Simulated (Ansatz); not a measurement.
```yaml
crystal:
  periodic: [false, false, false]
  atoms:
    - {symbol: B, position_ang: [0.667339, 0.989388, -0.013893]}
    - {symbol: B, position_ang: [0.102308, -0.651825, -0.028351]}
    - {symbol: B, position_ang: [-0.937681, 0.733023, 0.088719]}
    - {symbol: P, position_ang: [1.949370, -0.237348, -0.142390]}
    - {symbol: P, position_ang: [-1.781337, -0.833237, 0.095915]}
basis:
  gaussian: {orbitals: pcseg-2}
total_charge: 1
hamiltonian: {xc: {name: HF}}
correlation: {active_space: {window: {electrons: 2, orbitals: 1}}}
scf: {omitted_lower_state_checks: [starts]}
```

```sh
$ ansatz run in.yaml --threads 4 --pin off --events-out ev --progress --plain --max-ram 4787MiB
```

It prints (some lines left out):

```
Functional definition: HF
1012 factors; integrals over basis functions are off by at most 6.8e-4 eV
mean field evaluation 1: about -20544.3098 eV, gradient 3.0e1 eV
mean field evaluation 2: about -20544.8509 eV, gradient 2.9e1 eV
mean field evaluation 4: about -20547.6910 eV, gradient 4.9e0 eV
mean field evaluation 8: about -20547.8360 eV, gradient 7.4e-1 eV
mean field evaluation 16: about -20547.8464 eV, gradient 4.6e-3 eV
mean field evaluation 32: about -20547.9571 eV, gradient 1.6e-6 eV
mean field -20547.95705216 eV, -755.1234937614 hartree, gradient 6.8e-6 eV, S^2 0.000000; 0 other end points of the search recorded, 0 dependent functions left out
reference -20547.95705216 eV, -755.1234937614 hartree; 22, 22 occupied and 136, 136 virtual orbitals, 1012 factors
state -20547.95705216 eV, -755.1234937614 hartree
Total energy: -20547.95705216 eV, -755.1234937614 hartree
Checks for a lower state left out: starts
```

Run time 2.6 s (4 threads of Arm Neoverse V1 on a shared host).

A triplet lies near this restricted singlet, and broken spin symmetry wasn't tried.
